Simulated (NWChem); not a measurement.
System: C$_{2}$H$_{6}$ClGe cation

```xyz
10

C      0.1425    -1.7574    -1.1524
Ge     0.0012     0.0001    -0.3495
C     -0.1430     1.7574    -1.1522
Cl     0.0039     0.0002     1.7579
H      1.0752    -2.2159    -0.8048
H      0.1316    -1.6720    -2.2413
H     -0.7001    -2.3619    -0.7982
H      0.6949     2.3655    -0.7933
H     -0.1265     1.6726    -2.2411
H     -1.0796     2.2115    -0.8092
```
Atoms are numbered in this order, from 1.

Level: B3LYP/6-31G* (spherical d) (NWChem), optimised geometry, unscaled harmonic frequencies. B3LYP is NWChem's, with the RPA form of VWN correlation.

Problem. List the harmonic frequencies with IR intensities, and the thermochemistry.

Solution. 
| frequency (cm⁻¹) | IR intensity (km/mol) |
|---|---|
| 11 | 0.0 |
| 30 | 1.3 |
| 154 | 0.0 |
| 164 | 0.1 |
| 165 | 5.2 |
| 452 | 41.8 |
| 554 | 14.2 |
| 624 | 8.2 |
| 731 | 0.0 |
| 822 | 14.5 |
| 854 | 25.0 |
| 888 | 57.0 |
| 1295 | 6.7 |
| 1311 | 0.1 |
| 1448 | 0.0 |
| 1450 | 12.1 |
| 1457 | 26.8 |
| 1461 | 7.2 |
| 3059 | 37.4 |
| 3061 | 5.6 |
| 3144 | 0.0 |
| 3147 | 23.7 |
| 3182 | 6.9 |
| 3183 | 9.6 |

zero-point energy: 46.7 kcal/mol
thermal correction to the enthalpy at 298.15 K (with zero-point energy): 51.9 kcal/mol
heat capacity Cv: 22.2 cal/(mol K)
entropy at 298.15 K and 1 atm (symmetry number 2): 89.9 cal/(mol K)

Rigid rotor and harmonic oscillator; modes under 100 cm⁻¹ make the entropy uncertain.
